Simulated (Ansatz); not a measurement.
GeH4OSe (`[OH][GeH2][SeH]`) at its PBE0-D4/def2-TZVP geometry, where that method's forces vanish. Total charge 0; spin multiplicity 1.

```xyz
7

O     1.1427   -1.1297    0.1451
Ge   -0.4007   -0.3687   -0.2973
Se   -0.6167    1.7434    0.7152
H     1.3128   -1.0814    1.0892
H    -0.3439   -0.2817   -1.8241
H    -1.5943   -1.1822    0.2314
H     0.5000    2.3003   -0.0593
```

Problem. What forces (eV/Å) does PBE-D4/def2-TZVPP give on these atoms in Ansatz 0.2.0? (Estimate.)

Solution. The calculation gave: 
```
O1   0.454 -0.294 -0.367
Ge2 -0.321  0.113 -0.104
Se3 -0.250  0.161  0.270
H4   0.063  0.030  0.465
H5   0.022 -0.011 -0.179
H6  -0.165 -0.086  0.059
H7   0.197  0.087 -0.146
```
